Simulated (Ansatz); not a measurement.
`B[SiH2][B](O)[AlH2]` + `N[SiH2]F` → `B[SiH2]N[SiH2]F` + `O[BH][AlH2]`  (cleavage of the Si–B bond)

Gas-phase electronic energies from Ansatz, PBE0-D4/def2-TZVP geometries. CCSD(T)/CBS adds triple-zeta CCSD(T) − MP2 to the extrapolated MP2 energy (def2 sets, frozen cores). DFT in def2-TZVPP. Each species was taken in one conformer, which may not be the lowest.

```
             level  ΔE (eV)
         r2SCAN-D4    -0.40
           ωB97M-V    -0.71
            r2SCAN    -0.40
CCSD(T)/def2-TZVPP    -0.68
```

Question: What does CCSD(T)/CBS give? (Estimate.)

Answer: Ansatz gave: -0.66 eV. The listed levels differ from it by 0.26, -0.05, 0.26, -0.02 eV.

Largest T1 diagnostic among the species: 0.020, so the coupled-cluster value is less sure than usual.

From PBE to PBE0 (25 % exact exchange), in def2-TZVPP and without D4, ΔE moves by −0.20 eV. In def2-TZVPP, CCSD(T) changes the Hartree–Fock value by +0.30 eV (the triples alone add +0.07 eV) and MP2 by +0.20 eV.
